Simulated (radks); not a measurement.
All-electron atom: the rhenium ion Re33+ in [Kr] 4d6 (the NIST ground configuration). All-electron calculation, scalar-relativistic Kohn-Sham, PBE, spin-unpolarised, spherical densities, point nucleus. Program: a radial shooting solver on a logarithmic mesh with Libxc functionals.

Normalised radial functions P(r) = r R(r), r in bohr:

r	3s	3p
0.002236	0.5700	0.0371
0.002521	0.6142	0.0452
0.002865	0.6625	0.0559
0.00323	0.7082	0.0681
0.003642	0.7535	0.0829
0.004107	0.7972	0.1008
0.00463	0.8380	0.1223
0.005221	0.8743	0.1483
0.005886	0.9040	0.1794
0.006637	0.9247	0.2164
0.007543	0.9339	0.2635
0.008505	0.9271	0.3158
0.009589	0.9018	0.3769
0.01081	0.8546	0.4477
0.01219	0.7818	0.5287
0.01374	0.6803	0.6202
0.0155	0.5472	0.7219
0.01747	0.3812	0.8329
0.01986	0.1681	0.9589
0.02239	-0.0626	1.0805
0.02525	-0.3173	1.2000
0.02846	-0.5859	1.3098
0.03209	-0.8545	1.4005
0.03618	-1.1041	1.4603
0.0408	-1.3119	1.4755
0.046	-1.4521	1.4316
0.05228	-1.4974	1.3038
0.05895	-1.4171	1.0959
0.06646	-1.2012	0.7963
0.07494	-0.8452	0.4068
0.08449	-0.3608	-0.0604
0.09526	0.2213	-0.5806
0.1074	0.8520	-1.1174
0.1211	1.4674	-1.6244
0.1376	2.0281	-2.0757
0.1552	2.3965	-2.3656
0.175	2.5676	-2.4927
0.1973	2.5276	-2.4452
0.2224	2.2977	-2.2371
0.2508	1.9296	-1.9068
0.2828	1.4936	-1.5096
0.3188	1.0613	-1.1050
0.3624	0.6660	-0.7215
0.4086	0.3877	-0.4393
0.4606	0.2021	-0.2413
0.5194	0.0931	-0.1182
0.5856	0.0375	-0.0510
0.6603	0.0130	-0.0191
0.7444	0.0038	-0.0061
0.8394	0.0009	-0.0016
0.954	0.0002	-0.0003
1.076	0.0000	-0.0001
1.213	0.0000	0.0000
1.367	0.0000	0.0000

3s: eigenvalue -4164.8 eV, 2 radial nodes at r = 0.0217, 0.0912 bohr, <r> = 0.196 bohr, 90 % of the charge inside 0.287 bohr. 3p: eigenvalue -3697.0 eV, 1 radial node at r = 0.0833 bohr, <r> = 0.196 bohr, 90 % of the charge inside 0.293 bohr.
